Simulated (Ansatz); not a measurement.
`[NH2][Al]([O][SiH3])[O][SiH3]` and `NB(O[SiH3])O[SiH3]` differ in one element.

Ansatz, PBE0-D4/def2-TZVP geometries, multiplicity 1. Each molecule was computed in one conformer, which needn't be the lowest.

```csv
property,`[NH2][Al]([O][SiH3])[O][SiH3]`
size of the dipole moment (ωB97M-V/def2-TZVPP) / D,1.56
HOMO energy (B3LYP/def2-TZVPP) / eV,-7.34
LUMO energy (PBE0/def2-TZVPP) / eV,-0.58
HOMO–LUMO gap (PBE0/def2-TZVPP) / eV,7.03
HOMO–LUMO gap (PBE/def2-TZVPP) / eV,4.77
HOMO energy (PBE/def2-TZVPP) / eV,-6.20
```

**Question.** Give the same properties after the change, and the shifts. (Estimate.)

**Answer.** Computed: 
```json
{"property": "size of the dipole moment (ωB97M-V/def2-TZVPP) / D", "`NB(O[SiH3])O[SiH3]`": "1.67", "shift": "0.11"}
{"property": "HOMO energy (B3LYP/def2-TZVPP) / eV", "`NB(O[SiH3])O[SiH3]`": "-7.58", "shift": "-0.24"}
{"property": "LUMO energy (PBE0/def2-TZVPP) / eV", "`NB(O[SiH3])O[SiH3]`": "0.03", "shift": "0.61"}
{"property": "HOMO–LUMO gap (PBE0/def2-TZVPP) / eV", "`NB(O[SiH3])O[SiH3]`": "7.87", "shift": "0.84"}
{"property": "HOMO–LUMO gap (PBE/def2-TZVPP) / eV", "`NB(O[SiH3])O[SiH3]`": "5.58", "shift": "0.81"}
{"property": "HOMO energy (PBE/def2-TZVPP) / eV", "`NB(O[SiH3])O[SiH3]`": "-6.39", "shift": "-0.19"}
```

With PBE0 the HOMO falls by 0.22 eV and the LUMO rises by 0.61 eV, so the gap widens by about 0.83 eV. PBE moves the HOMO by -0.19 eV and ωB97M-V by -0.20 eV. Dipoles are sizes alone; their direction can turn.

B3LYP here is the variant with VWN-RPA as its local correlation; programs differ in this.

Positive LUMOs are unbound, so they and the gaps depend on the basis.
